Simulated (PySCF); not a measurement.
Molecule: `Cc1nn(C)cc1[NH3+]`, [C$_{5}$H$_{10}$N$_{3}$]+.

Atom-mapped SMILES (the numbers label the heavy atoms): `[CH3:1][c:2]1[n:3][n:4]([CH3:5])[cH:6][c:7]1[NH3+:8]`. Each H is labelled by its parent atom.

Geometry PBE0-D3(BJ)/def2-SVP throughout; GIAO in PySCF 2.14.0 with density-fitted response routines, gas phase, one conformer, non-relativistic; equivalent atoms averaged; basis pcSseg-1.

Q: How do the absolute shieldings σ depend on the functional? (a selection of nuclei; ppm; last column core-seconds on shared hosts with different chips, so compare them loosely)

A: 
```tsv
functional	kind	C6	C7	C1	N3	N4	N8	H(N8)	H(C5)	H(C1)	core-s
PBE	GGA	55.3	75.2	169.4	-85.4	24.7	206.5	25.32	27.19	28.62	46
BLYP	GGA	49.8	68.7	164.5	-95.2	17.4	201.9	25.43	27.37	28.78	42
OPBE	GGA	65.1	85.4	173.5	-65.9	37.8	209.9	25.30	27.20	28.62	46
KT2	GGA	64.4	83.0	173.0	-68.2	35.8	209.7	25.22	27.15	28.57	26
PBE0	global hybrid	55.1	79.0	173.7	-90.8	25.6	213.4	25.34	27.21	28.62	17
WP04	global hybrid	41.0	63.9	159.2	-107.1	9.8	198.9	25.41	27.59	28.93	31
B97-2	global hybrid	56.9	80.1	172.4	-84.8	28.1	211.4	25.41	27.33	28.73	32
CAM-B3LYP	range-separated hybrid	48.9	73.9	172.2	-100.0	21.3	214.1	25.43	27.29	28.70	46
wB97X-D	range-separated hybrid	53.1	78.1	173.4	-93.1	24.8	214.1	25.49	27.35	28.74	36
LC-wPBE	range-separated hybrid	52.5	80.5	177.5	-88.7	31.4	220.2	25.54	27.32	28.71	63
```

Q: Which nucleus among those listed moves most, in ppm?

A: N3 (pyridine-type nitrogen of an azole): from -107.1 ppm with WP04 to -65.9 ppm with OPBE. The smallest spread is 0.31 ppm, at H(N8). Proton shifts span only some 12 ppm, so a few tenths of a ppm matter as much there as several ppm in carbon.
